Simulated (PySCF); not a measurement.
C2H7FSi2, SMILES C(=C/[SiH3])/[SiH2]F.

Geometry: B3LYP-D3(BJ)/def2-SVP. The structure was generated by enumeration; whether it is a known compound was not checked. The values are those of a single conformer.

Vertical ionisation energy (IE) and electron affinity (EA) in eV. Rows of orbital energies are one-electron estimates. Where ΔSCF, EOM or ADC give a negative EA the extra electron is unbound and the value depends on the basis.

```tsv
level	IE	EA
−ε(HOMO), −ε(LUMO), ωB97X/def2-TZVP (PySCF)	(withheld)	(withheld)
−ε(HOMO), −ε(LUMO), PBE/def2-TZVP (PySCF)	6.99	2.24
```

Some entries are withheld; supply them. (Estimate from the structure and the level; the computed values follow.)


- −ε(HOMO), −ε(LUMO), ωB97X/def2-TZVP (PySCF), IE: 10.43
- −ε(HOMO), −ε(LUMO), ωB97X/def2-TZVP (PySCF), EA: -0.85
